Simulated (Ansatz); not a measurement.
One change: `O[SiH2][GeH2][OH]` becomes `O[SiH2][GeH2][F]`.

Ansatz, PBE0-D4/def2-TZVP geometries, multiplicity 1. Each molecule was computed in one conformer, which needn't be the lowest.

Scalar relativity is left out up to krypton.

```json
{"property": "HOMO–LUMO gap (ωB97M-V/def2-TZVPP) / eV", "`O[SiH2][GeH2][OH]`": "10.84"}
{"property": "HOMO energy (ωB97M-V/def2-TZVPP) / eV", "`O[SiH2][GeH2][OH]`": "-9.88"}
{"property": "LUMO energy (PBE/def2-TZVPP) / eV", "`O[SiH2][GeH2][OH]`": "-1.59"}
{"property": "HOMO–LUMO gap (B3LYP/def2-TZVPP) / eV", "`O[SiH2][GeH2][OH]`": "6.63"}
{"property": "size of the dipole moment (B3LYP/def2-TZVPP) / D", "`O[SiH2][GeH2][OH]`": "1.67"}
{"property": "HOMO–LUMO gap (PBE0/def2-TZVPP) / eV", "`O[SiH2][GeH2][OH]`": "7.05"}
```

(1) What does the change do to each property? (An estimate is asked.)

Answers

(1) Ansatz gave: 
| property | `O[SiH2][GeH2][F]` | shift |
| --- | --- | --- |
| HOMO–LUMO gap (ωB97M-V/def2-TZVPP) / eV | 10.94 | 0.10 |
| HOMO energy (ωB97M-V/def2-TZVPP) / eV | -10.33 | -0.45 |
| LUMO energy (PBE/def2-TZVPP) / eV | -2.03 | -0.44 |
| HOMO–LUMO gap (B3LYP/def2-TZVPP) / eV | 6.66 | 0.03 |
| size of the dipole moment (B3LYP/def2-TZVPP) / D | 1.97 | 0.30 |
| HOMO–LUMO gap (PBE0/def2-TZVPP) / eV | 7.08 | 0.03 |

Dipoles are sizes alone; their direction can turn.

B3LYP here is the variant with VWN-RPA as its local correlation; programs differ in this.
